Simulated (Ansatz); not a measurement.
The cluster Si2Au⁺. Charge 1, multiplicity 3. Geometry PBE-D4/def2-TZVP, that of the neutral doublet; atoms count from 1.

```xyz
3

Au    1.167    0.787   -0.197
Si   -0.110   -0.876    0.978
Si   -1.057    0.089   -0.782
```

In the def2 sets Au takes a core potential; there is no spin–orbit coupling. The structure comes from a short search, and lower isomers may exist.

(1) Estimate the Mulliken populations from the PBE0/def2-TZVP orbitals of Ansatz.

(2) Where does the spin sit?

(3) And the Mayer bond orders between heavy atoms (over 0.3)?

Results:

(1) 
```tsv
atom	charge (e)	spin (α − β)	d electrons
Au1	0.59	0.07	9.50
Si2	0.21	0.96	–
Si3	0.21	0.96	–
```
Mulliken values depend strongly on the basis.

(2) Summed by element: Au 0.07, Si 1.93, of 2 unpaired in all. Largest on single atoms: Si2 0.96, Si3 0.96, Au1 0.07.

(3) Au1–Si2 0.84 (2.40 Å); Au1–Si3 0.84 (2.40 Å); Si2–Si3 1.54 (2.22 Å).
